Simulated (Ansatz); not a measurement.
`[F][AlH][SH]` + `[SiH3]S` → `[SiH3][S][AlH][SH]` + H–F at 600 K and 1 bar (ligand exchange at the Al–F bond).

Isolated molecules relaxed with PBE0-D4/def2-TZVP in Ansatz; ΔE leaves out vibrations. CCSD(T)/CBS adds triple-zeta CCSD(T) − MP2 to the extrapolated MP2 energy (def2 sets, frozen cores). This one scheme is used for every species. One conformer a species, not always the lowest.

```json
{"species": "`[F][AlH][SH]`", "CCSD(T)/CBS energy (Eh)": "-740.90186", "H − E (kJ/mol)": "88.2", "S (J/(mol·K))": "347.0"}
{"species": "`[SiH3]S`", "CCSD(T)/CBS energy (Eh)": "-689.27336", "H − E (kJ/mol)": "126.3", "S (J/(mol·K))": "326.2"}
{"species": "`[SiH3][S][AlH][SH]`", "CCSD(T)/CBS energy (Eh)": "-1329.75661", "H − E (kJ/mol)": "180.6", "S (J/(mol·K))": "469.3"}
{"species": "H–F", "CCSD(T)/CBS energy (Eh)": "-100.39570", "H − E (kJ/mol)": "42.3", "S (J/(mol·K))": "194.0"}
```

H − E and S are ideal-gas, rigid-rotor, harmonic terms from PBE0-D4/def2-TZVP, for one conformer and one mirror image of each species. 1 Eh = 2625.50 kJ/mol, R = 8.31446 J/(mol·K).

By hand: ΔE, ΔH, ΔS and ΔG.

ΔE = (-1329.75661) + (-100.39570) − (-740.90186) − (-689.27336) = 0.02291 Eh = 60.2 kJ/mol. Δ(H − E) = 180.6 + 42.3 − 88.2 − 126.3 = 8.4, so ΔH = 68.6 kJ/mol. ΔS = 469.3 + 194.0 − 347.0 − 326.2 = -9.9 J/(mol·K). ΔG = 68.6 − 600 × (-9.9)/1000 = 74.5 kJ/mol.

By hand: the equilibrium constant, and the temperature at which ΔG would vanish if ΔH and ΔS stayed fixed.

log₁₀ K = −ΔG/(RT ln 10) = -6.5. ΔH and −TΔS have one sign here, so there is no such temperature.

The number of gas molecules stays the same, so ΔS is small and ΔH decides. A doubt of 5 kJ/mol in ΔE shifts log₁₀ K by 0.4 here. Other conformers and mirror images would add mixing entropy, several J/(mol·K) or more a flexible species. Modes under 60 cm⁻¹, often nearly free rotors, make the harmonic entropy too high. These are equilibria of isolated gas molecules and say nothing of rates. Largest T1 diagnostic: 0.012 (customary marks: 0.02 for closed shells, 0.045 for open ones).

ΔS is within the doubt of such terms, so its sign, and with it that verdict, could turn.
